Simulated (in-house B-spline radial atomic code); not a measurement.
RPA and G0W0 for Tl IV (Tl3+), [Xe] 4f14 5d10, as one setting changes: the share of exact exchange in the PBE hybrid start. A dash marks a level of low quasi-particle weight. Computed with an all-electron radial atomic-structure program (B-spline basis): all electrons, scalar-relativistic (spin-free one-electron X2C), finite nucleus, each spin shell either full or empty, empty states to l = 9 with an (l + 1/2)⁻⁴ tail; G0W0 by contour deformation at full frequency.

Without the two-electron picture change, the correlation of inner shells comes somewhat too large for so heavy an element.

| share of exact exchange in the PBE hybrid start | mean-field level (eV) | G0W0 level (eV) | RPA correlation (Eh) |
| --- | --- | --- | --- |
| 0 | -44.26 | 5d -51.83 | -7.0749 |
| 0.1 | -45.11 | 5d -51.95 | -7.0261 |
| 0.2 | -45.96 | 5d -51.98 | -6.9787 |
| 0.3 | -46.81 | 5d -51.98 | -6.9325 |
| 0.4 | -47.68 | 5d -51.97 | -6.8875 |
| 0.5 | ? | ? | ? |
| 0.6 | -49.42 | 5d -51.91 | -6.8005 |
| 0.7 | ? | ? | ? |
| 0.8 | -51.17 | 5d -51.83 | -6.7174 |
| 0.9 | -52.06 | 5d -51.79 | -6.6771 |
| 1 | -52.95 | 5d -51.74 | -6.6376 |

Q: What belongs in the row for 0.7?

A: mean-field level (eV): -50.29; G0W0 level (eV): 5d -51.88; RPA correlation (Eh): -6.7585.

Q: What belongs in the row for 0.5?

A: mean-field level (eV): -48.54; G0W0 level (eV): 5d -51.94; RPA correlation (Eh): -6.8435.

Q: At what share of exact exchange does G0W0 leave the highest level unchanged?

A: Near 0.87, where the shift changes sign (-0.659 eV at 0.8, +0.273 eV at 0.9).
